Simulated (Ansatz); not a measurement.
One change: `FCO[SiH2][SiH3]` becomes `FCO[SiH2][SeH]`.

Ansatz, PBE0-D4/def2-TZVP geometries, multiplicity 1. Each molecule was computed in one conformer, which needn't be the lowest.

Scalar relativity is left out up to krypton. Spin–orbit coupling is left out; it splits and shifts lone-pair levels of the heavy atoms by tenths of an eV.

| property | `FCO[SiH2][SiH3]` |
| --- | --- |
| HOMO–LUMO gap (PBE/def2-TZVPP) / eV | 5.55 |
| HOMO–LUMO gap (ωB97M-V/def2-TZVPP) / eV | 11.57 |
| size of the dipole moment (B3LYP/def2-TZVPP) / D | 1.24 |
| LUMO energy (PBE/def2-TZVPP) / eV | -1.27 |
| LUMO energy (PBE0/def2-TZVPP) / eV | -0.41 |
| size of the dipole moment (ωB97M-V/def2-TZVPP) / D | 1.24 |

**Question.** Give the same properties after the change, and the shifts. (An estimate is asked.)

**Answer.** The calculation gave: 
```json
{"property": "HOMO–LUMO gap (PBE/def2-TZVPP) / eV", "`FCO[SiH2][SeH]`": "5.30", "shift": "-0.25"}
{"property": "HOMO–LUMO gap (ωB97M-V/def2-TZVPP) / eV", "`FCO[SiH2][SeH]`": "11.32", "shift": "-0.25"}
{"property": "size of the dipole moment (B3LYP/def2-TZVPP) / D", "`FCO[SiH2][SeH]`": "1.53", "shift": "0.29"}
{"property": "LUMO energy (PBE/def2-TZVPP) / eV", "`FCO[SiH2][SeH]`": "-0.98", "shift": "0.29"}
{"property": "LUMO energy (PBE0/def2-TZVPP) / eV", "`FCO[SiH2][SeH]`": "-0.09", "shift": "0.32"}
{"property": "size of the dipole moment (ωB97M-V/def2-TZVPP) / D", "`FCO[SiH2][SeH]`": "1.53", "shift": "0.29"}
```

With PBE0 the HOMO rises by 0.65 eV and the LUMO rises by 0.32 eV, so the gap narrows by about 0.33 eV. PBE moves the HOMO by 0.54 eV and ωB97M-V by 0.57 eV. Dipoles are sizes alone; their direction can turn.

B3LYP here is the variant with VWN-RPA as its local correlation; programs differ in this.
